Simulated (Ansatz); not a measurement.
Basis sets compared for the cluster K2Sn2Cl6. Charge 0, multiplicity 1. Geometry r2SCAN-D4/def2-SVP. Ansatz on 6 threads of Intel Xeon on a shared host; times are rough, and most runs start from earlier orbitals.

```tsv
atom	x (Å)	y (Å)	z (Å)
K1	0.8695	0.0215	2.2841
K2	-0.5170	0.1897	-1.5474
Sn3	0.9122	-3.2562	-2.0544
Sn4	-1.2102	3.1287	1.5645
Cl5	1.4805	-1.7876	-0.0031
Cl6	-0.1038	2.5212	3.7168
Cl7	-2.0270	0.7462	1.1954
Cl8	1.2674	-1.3007	-3.5674
Cl9	-1.5113	-2.7268	-1.7954
Cl10	0.8396	2.4641	0.2069
```

In the def2 sets Sn takes a core potential; there is no spin–orbit coupling. The structure comes from a short search, and lower isomers may exist.

Binding counts from free atoms (K doublet, Sn triplet, Cl doublet) in the same basis, without a counterpoise term.

```tsv
level	functions	energy (Eh)	HOMO (eV)	LUMO (eV)	binding per atom (eV)	wall time
PBE-D4/def2-SVP	208	-4387.6458	-6.12	-1.91	3.13	6 s
PBE0-D4/def2-SVP	208	-4387.9883	-7.16	-1.24	3.06	12 s
```

Q: Estimate the rows for PBE-D4/def2-TZVP, PBE0-D4/def2-TZVP.

A: 
| level | functions | energy (Eh) | HOMO (eV) | LUMO (eV) | binding per atom (eV) | wall time |
| --- | --- | --- | --- | --- | --- | --- |
| PBE-D4/def2-TZVP | 388 | -4388.7593 | -6.28 | -2.06 | 3.07 | 18 s |
| PBE0-D4/def2-TZVP | 388 | -4389.0855 | -7.29 | -1.37 | 3.01 | 48 s |
